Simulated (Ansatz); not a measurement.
Relaxation of Cl₂H₆SiSn (10 atoms, charge 0, multiplicity 1), to a largest force component of 0.03 eV/Å in at most 50 steps.

Computed with Ansatz 0.2.0, RKS PBE/def2-SVP.

```xyz
10
Properties=species:S:1:pos:R:3:forces:R:3
Sn 0.082 -0.505 -0.346 -0.20 0.50 -0.30
Cl 0.486 0.449 3.111 0.24 -0.74 -0.17
H 1.289 0.690 -0.645 0.01 0.01 0.00
H -1.407 0.185 0.174 -0.01 -0.01 -0.01
Cl -0.391 -1.489 -2.486 0.01 0.02 0.03
Si 0.875 -2.560 0.881 0.20 -0.59 0.22
H -0.269 -3.510 1.103 0.01 0.01 0.01
H 1.960 -3.238 0.092 -0.02 0.01 0.01
H 1.463 -2.239 2.244 -0.01 -0.01 -0.02
H 0.916 -0.804 2.884 -0.24 0.81 0.22
```

Task: Where does it end, and by what steps?

Result: The forces met the threshold. After 8 steps the energy has fallen by 0.065 eV; H10 moved furthest, 0.49 Å.

```json
{"step": "0", "energy less start (eV)": "0.0000", "largest force component (eV/Å)": "0.812", "accepted": "yes"}
{"step": "1", "energy less start (eV)": "-0.0303", "largest force component (eV/Å)": "0.841", "accepted": "yes"}
{"step": "2", "energy less start (eV)": "-0.0426", "largest force component (eV/Å)": "0.793", "accepted": "yes"}
{"step": "3", "energy less start (eV)": "-0.0602", "largest force component (eV/Å)": "0.089", "accepted": "yes"}
{"step": "4", "energy less start (eV)": "-0.0583", "largest force component (eV/Å)": "0.220", "accepted": "no"}
{"step": "5", "energy less start (eV)": "-0.0618", "largest force component (eV/Å)": "0.055", "accepted": "yes"}
{"step": "6", "energy less start (eV)": "-0.0626", "largest force component (eV/Å)": "0.219", "accepted": "yes"}
{"step": "7", "energy less start (eV)": "-0.0643", "largest force component (eV/Å)": "0.053", "accepted": "yes"}
{"step": "8", "energy less start (eV)": "-0.0646", "largest force component (eV/Å)": "0.029", "accepted": "yes"}
```

```xyz
10
Properties=species:S:1:pos:R:3
Sn 0.064 -0.541 -0.366
Cl 0.428 0.603 3.018
H 1.259 0.690 -0.565
H -1.449 0.104 0.152
Cl -0.361 -1.349 -2.586
Si 0.877 -2.682 0.846
H -0.281 -3.614 1.066
H 1.925 -3.361 0.010
H 1.485 -2.358 2.191
H 1.054 -0.512 3.247
```

Whether the end is a true minimum wasn't checked by a vibrational analysis.

Time of the run: 10 s on 4 threads of Arm Neoverse V2, on a shared host, peak memory 0.16 GiB.
